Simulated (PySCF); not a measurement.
# YbH3(H2O) at several levels of theory

Computed with PySCF 2.14.0 (density fitting, no spin-orbit coupling) at the geometry relaxed with PBE0:

```xyz
7
YbH3(H2O) (singlet in the valence; each metal's 4f electrons, 13 of them, lie in its core potential, out of spins and levels)
Yb    0.1147   -0.1243    0.1323
H     1.1488    1.3223    1.0177
H    -0.9823   -1.3163    1.2754
H     0.7854   -0.8231   -1.6155
O    -1.1770    1.2260   -1.2358
H    -1.3575    2.1723   -1.1582
H    -0.9527    1.0406   -2.1617
```

| level | basis | state | HOMO (eV) | gap (eV) | charge on Yb1 (e) | population of f-type functions on Yb1 (polarisation alone where 4f lies in the core) | dipole about the centre of mass (D) | largest force component (eV/Å) |
| --- | --- | --- | --- | --- | --- | --- | --- | --- |
| PBE0 | Yb lcecp-1-SVP with ECP59, H def2-SVP, O def2-SVP | singlet | -6.42 | 5.82 | 0.53 | 0.02 | 5.33 | 0.01 |
| wB97X | the same | singlet | -8.92 | 10.24 | 0.49 | 0.02 | 5.44 | 0.08 |
| PBE0 | Yb lcecp-1-TZVP with ECP59, H def2-TZVP, O def2-TZVP | singlet | -6.47 | 5.58 | 0.73 | 0.02 | 5.21 | 0.23 |

In the lcecp rows the 4f levels are missing from HOMO and gap, and the state counts the valence alone.

Charges are Mulliken's, which hang on the basis. The relaxation used the grid (50, 194), these runs (75, 302) or, all-electron (x2c bases, spin-free X2C Hamiltonian), (99, 590).

Q: What does BLYP with Yb lcecp-1-SVP with ECP59, H def2-SVP, O def2-SVP give here?

A: state singlet, HOMO (eV) -5.10, gap (eV) 3.55, charge on Yb1 (e) 0.31, population of f-type functions on Yb1 (polarisation alone where 4f lies in the core) 0.01, dipole about the centre of mass (D) 5.30, largest force component (eV/Å) 0.63. Time: 3 s on 2 threads of Arm Neoverse V2, on a shared host, from an already converged density.

In the first row's basis the gap widens with exact exchange: 3.6 eV for BLYP (none); 5.8 eV for PBE0 (a fixed share); 10.2 eV for wB97X (rising or full at long range).

An lcecp potential fixes the number of 4f electrons, so in runs with it no electron can move into or out of that shell.
